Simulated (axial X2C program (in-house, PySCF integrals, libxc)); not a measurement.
# Working with the constants of RbBe

A bond curve at the PBE0 level, with spin–orbit coupling, was computed with an in-house all-electron X2C program for linear molecules (integrals from PySCF) (basis Rb dyall-cv3z [12s13p8d4f1g], Be dyall-cv3z [8s8p3d1f] (cores contracted in-house)) for the state Ω = 1/2 (⟨Sz⟩ = 0.50, ⟨Lz⟩ = 0.00 at PBE0). Its fit gives Re = 3.5370 Å, ωe = 152.0 cm⁻¹, ωexe = 2.32 cm⁻¹ and αe = 2.820e-03 cm⁻¹; the masses are 84.9118 and 9.0122 u. Two-component means X2C with spin–orbit coupling and atomic mean-field Coulomb and Gaunt terms.

Task: Find the reduced mass, Be and the force constant.

Result: From the PBE0 values: μ = 8.1475 u. Be = 16.8576/(μ Re²) = 0.1654 cm⁻¹. k = 5.8918×10⁻⁷ μ ωe² = 0.111 mdyn/Å.

Task: Estimate De from a Morse curve and compare with the computed well depth of 0.283 eV to Rb + Be.

Result: De(Morse) = ωe²/(4ωexe) = 0.309 eV against 0.283 eV computed, a ratio of 1.09. For De the Morse form works well here.

Task: A Morse curve ties αe to the other constants (Pekeris). How well does that hold?

Result: αe(Morse) = 6Be²/ωe × (√(ωexe/Be) − 1) = 2.964e-03 cm⁻¹; the PBE0 curve gives 2.820e-03 cm⁻¹, a ratio of 1.05.

Task: Where do the fundamental and the first overtone lie?

Result: ν(1←0) = ωe − 2ωexe = 147.4 cm⁻¹; ν(2←0) = 2ωe − 6ωexe = 290.1 cm⁻¹.

Task: Estimate the centrifugal constant by the Kratzer relation.

Result: D = 4Be³/ωe² = 7.83e-07 cm⁻¹.

The state is a single determinant with fixed occupations, the lowest that a limited PBE0 search found. Dissociation energies refer to the lowest single-determinant-based atoms at the same level and basis. Density functionals use the spin component along the axis (collinear). The levels of this run spread widely (ωe from 97 to 152 cm⁻¹), so these constants depend on the method.
